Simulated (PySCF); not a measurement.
# Telling isomers of C8H9Cl apart by NMR

No solvent, relativity neglected, equivalent nuclei averaged, one conformer. Geometry from GFN2-xTB; PBE0/pcSseg-1 with gauge-including orbitals; PySCF 2.14.0 with density-fitted response routines.

References, each an isolated molecule treated in the same way: TMS for 1H (σ = 31.72 ppm) and 13C (σ = 186.93 ppm). Where no couplings were computed, multiplicities follow the n + 1 count of equivalent neighbours, and m marks all less simple cases (inequivalent or close neighbours, rings, F or P nearby). Shifts are as computed. Against solution values, carbons near 30 ppm lie about +3 ppm off and those near 130 ppm about +5 ppm; carbons on Cl a further +6 ppm. Of 1211 compounds with measured shifts, 218 miss one by over three times the rms of a fit or turn the order of signals round; such compounds aren't used in these exercises. Carbons bonded to Cl come out too deshielded.

(1) Tabulate the signals of `C/C=C\C=C\C#CCCl`, `C#CC/C=C\C(C)=C/Cl`, `C=C/C=C1\CC\C1=C\Cl` and their relative energies.

(2) What is the quickest way to tell C#CC/C=C\C(C)=C/Cl from C=C/C=C1\CC\C1=C\Cl?

(3) What is the quickest way to tell C/C=C\C=C\C#CCCl from C=C/C=C1\CC\C1=C\Cl?

(4) What is the quickest way to tell C/C=C\C=C\C#CCCl from C#CC/C=C\C(C)=C/Cl?

Results:

(1) 
```tsv
SMILES	carbon types	δC	δH	E rel. (kcal/mol)
C/C=C\C=C\C#CCCl	2×C 4×CH 1×CH2 1×CH3	145.1, 139.5, 135.6, 116.4, 97.8, 96.8, 39.2, 17.4	7.21 (m, 1H), 6.29 (m, 1H), 5.90 (m, 1H), 5.77 (d, 1H), 4.53 (s, 2H), 1.99 (d, 3H)	12.2
C#CC/C=C\C(C)=C/Cl	2×C 4×CH 1×CH2 1×CH3	142.6, 135.4, 134.1, 131.1, 86.9, 77.9, 22.4, 21.9	6.87 (d, 1H), 6.04 (s, 1H), 5.97 (m, 1H), 3.14 (m, 2H), 2.42 (s, 3H), 1.64 (t, 1H)	22.7
C=C/C=C1\CC\C1=C\Cl	2×C 3×CH 3×CH2	146.9, 145.0, 141.1, 136.3, 126.5, 123.7, 27.0, 26.2	7.16 (d, 1H), 6.68 (m, 1H), 5.92 (s, 1H), 5.64 (m, 1H), 5.57 (m, 1H), 2.76 (m, 2H), 2.74 (m, 2H)	0.0
```

Energies are electronic energies at PBE0/pcSseg-1 on these geometries, without zero-point or thermal terms, each for the one conformer computed, which needn't be the lowest.

(2) Both give the same number of carbon signals, but DEPT or the intensities differ. The first has an allylic methyl carbon (CH3) at 22.4 ppm, the second a terminal =CH2 carbon at 126.5 ppm. Their most deshielded carbons lie at 142.6 and 146.9 ppm.

(3) Both give the same number of carbon signals, but DEPT or the intensities differ. The first has an allylic methyl carbon (CH3) at 17.4 ppm, the second a terminal =CH2 carbon at 126.5 ppm. Their most deshielded carbons lie at 145.1 and 146.9 ppm.

(4) Both give the same number of carbon signals, with the same numbers of each carbon type, so the positions decide. The first has a propargylic sp3 CH2 bonded to Cl at 39.2 ppm, the second a fully substituted alkene carbon (C) at 142.6 ppm. Their most deshielded carbons lie at 145.1 and 142.6 ppm.
